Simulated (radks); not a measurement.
The numbers below are computed, except where a source is named.
Q: Sm, 62 electrons, occupied as [Xe] 4f6 6s2 (the NIST ground configuration). Level of theory: scalar-relativistic Kohn-Sham, LDA (Slater exchange, Perdew-Wang correlation), spin-polarised, spherical densities, finite nucleus; open shells are filled with parallel spins first (spin-orbit coupling, left out, can overturn this in heavy ions); Fermi nuclear charge, rms radius 5.0819 fm; hard spherical wall at 12 bohr (a radial shooting solver on a logarithmic mesh with Libxc functionals). Some entries of the table are withheld. Estimate them.

orbital  occ.  eigenvalue (eV)  <1/r> (bohr^-1)  r(max) (bohr)
1s down     1        -46626.20            68.75        0.01451
1s up       1        -46626.20            68.75        0.01451
2s up       1        -7619.643            15.92        0.08222
2s down     1        -7619.579            15.92        0.08222
2p up       3        -6800.822            14.95        0.06636
2p down     3        -6800.777            14.95        0.06636
3s up       1        -1668.891            5.819         0.2339
3s down     1        -1666.976            5.823         0.2339
3p up       3        -1412.811            5.488         0.2292
3p down     3        -1410.913            5.493         0.2291
3d up       5        -1064.857            5.211         0.1876
3d down     5        -1063.370            5.215         0.1875
4s up       1        -332.3082            2.448         0.5396
4s down     1        -327.7577            2.448         0.5394
4p up       3        -248.1013            2.252         0.5631
4p down     3        -243.5675            2.252         0.5628
4d up       5        -129.8752            1.975         0.5876
4d down     5        -125.3964            1.973         0.5873
5s up       1         -44.2098           0.9460          1.255
5s down     1         -41.6397           0.9303          1.266
5p up       3         -23.9546           0.7932          1.426
5p down     3         -22.0041           0.7735          1.446
6s up       1              (1)           0.2987            (2)
4f up       6          -3.7699            1.370         0.6130
6s down     1              (3)           0.2896            (4)
5d up       0          -2.0149           0.4265          2.152
5d down     0          -1.4416           0.3868          2.309
6p up       0          -1.1916              (5)          4.830
6p down     0          -1.0837              (6)          4.983
4f down     0          -0.0111            1.289         0.6166
7s up       0           1.1495           0.1828          8.009
7s down     0           1.2531           0.1838          8.090

A: 
(1) 6s up eigenvalue (eV): -3.7815
(2) 6s up r(max) (bohr): 3.569
(3) 6s down eigenvalue (eV): -3.5397
(4) 6s down r(max) (bohr): 3.681
(5) 6p up <1/r> (bohr^-1): 0.2230
(6) 6p down <1/r> (bohr^-1): 0.2178
